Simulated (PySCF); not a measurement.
Vertical excitations of a molecule H₁₁NSi₄ from TDA-CAM-B3LYP/def2-SVPD (PySCF), as energy in eV (oscillator strength): 5.67 (0.010), 6.35 (0.015), 6.72 (0.026), 6.77 (0.149), 6.89 (0.110), 7.16 (0.014). Lowest triplet (TDA): 5.21 eV. Geometry: ωB97X-D3(BJ)/def2-SVP. Other conformers were not sampled.

Identify the compound among the candidates.
(A) [SiH3][SiH2]N([SiH3])[SiH3]
(B) [SiH3]N[SiH2][SiH2][SiH3]
(C) [SiH3][SiH2]N[SiH2][SiH3]
(D) [SiH3]N[SiH]([SiH3])[SiH3]

B, [SiH3]N[SiH2][SiH2][SiH3]
